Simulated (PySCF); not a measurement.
B3LYP has the VWN-RPA correlation part, as in Gaussian. Delta-SCF ions had no search for a lower state. Excitations are Tamm–Dancoff values on a coarser integration grid. The basis has no diffuse functions, so Rydberg states are missing or too high.

Species: C9H10SSi, SMILES `Cc1cc2cccc([SiH3])c2s1` (charge 0, multiplicity 1).

Question: What S1–T1 gap (TDA), brightest of the four lowest singlets (TDA) and vertical ionisation energy (Delta-SCF) does B3LYP-D3(BJ)/def2-TZVP // B3LYP-D3(BJ)/def2-SVP (PySCF) give?

Answer: 
```
Property                                       Value
-------------------------------------------  -------
S1–T1 gap (TDA)                              1.19 eV
brightest of the four lowest singlets (TDA)  4.64 eV
vertical ionisation energy (Delta-SCF)       7.86 eV
```
